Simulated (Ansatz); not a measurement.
BiH3 (SMILES [BiH3]), charge 0, multiplicity 1, relaxed at each level with Ansatz (an electronic-structure program); harmonic frequencies from differences of analytic forces, average atomic masses, frozen cores. Elements past Kr take the def2 small-core potentials, without spin–orbit coupling.

Task: Give the equilibrium geometry, the harmonic frequencies and the zero-point energy at MP2/def2-TZVPP.

Result: 
(charge 0, multiplicity 1):
```xyz
4

Bi     0.0004    -0.0009     0.0258
H     -1.4609    -0.2154    -0.9738
H      0.9225    -1.0904    -1.0435
H      0.4902     1.4106    -0.9481
```
Frequencies (cm⁻¹): 778, 804, 804, 1878, 1888, 1888. Zero-point energy 11.49 kcal/mol.

Task: Give the equilibrium geometry, the harmonic frequencies and the zero-point energy at CCSD(T)/def2-TZVPP.

Result: 
(charge 0, multiplicity 1):
```xyz
4

Bi     0.00056    -0.00122     0.03442
H     -1.47211    -0.21720    -0.97658
H      0.92966    -1.09902    -1.04684
H      0.49402     1.42130    -0.95070
```
Frequencies (cm⁻¹): 757, 776, 776, 1798, 1809, 1809. Zero-point energy 11.04 kcal/mol.
